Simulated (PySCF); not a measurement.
# [TaH4]+ at several levels of theory

Computed with PySCF 2.14.0 (density fitting, no spin-orbit coupling) at the geometry relaxed with PBE0:

```xyz
5
[TaH4]+ (singlet; a saddle point, relaxed within its symmetry)
Ta    0.1303    0.8102    0.0000
H     1.2381   -1.3701    0.0000
H    -0.6200    2.3673    0.0000
H    -1.2189   -0.2545    0.0000
H     0.4764   -1.5227    0.0000
```

| level | basis | state | HOMO (eV) | gap (eV) | charge on Ta1 (e) | dipole about the centre of mass (D) | largest force component (eV/Å) |
| --- | --- | --- | --- | --- | --- | --- | --- |
| PBE0 | Ta def2-SVP with ECP60, H def2-SVP | singlet | -12.25 | 2.30 | 0.97 | 2.73 | 0.01 |
| CAM-B3LYP | the same | singlet | -13.59 | 4.97 | 1.00 | 2.85 | 0.11 |
| wB97X | the same | singlet | -14.56 | 7.10 | 1.04 | 2.93 | 0.20 |
| PBE0 | Ta def2-TZVP with ECP60, H def2-TZVP | singlet | -12.27 | 2.31 | 0.73 | 2.66 | 0.28 |
| PBE0 | Ta x2c-SVPall, H x2c-SVPall | singlet | -12.58 | 2.32 | 0.66 | 2.63 | 0.69 |

Charges are Mulliken's, which hang on the basis. The relaxation used the grid (50, 194), these runs (75, 302) or, all-electron (x2c bases, spin-free X2C Hamiltonian), (99, 590).

**Question.** What does B3LYP with Ta def2-SVP with ECP60, H def2-SVP give here?

**Answer.** state singlet, HOMO (eV) -12.10, gap (eV) 1.83, charge on Ta1 (e) 0.97, dipole about the centre of mass (D) 2.69, largest force component (eV/Å) 0.10. Time: 1.8 s on 2 threads of Arm Neoverse N1 (shared host), from an already converged density.

In the first row's basis the gap widens with exact exchange: 1.8 to 2.3 eV for B3LYP, PBE0 (a fixed share); 5.0 to 7.1 eV for CAM-B3LYP, wB97X (rising or full at long range).

On relaxing from the template, bonds within or between ligands changed, so the formula names the start rather than the bonding at the end. The relaxed state isn't the lowest spin state tried at its geometry.

Small gap, closed shell not tested for a spin-broken solution: B3LYP.
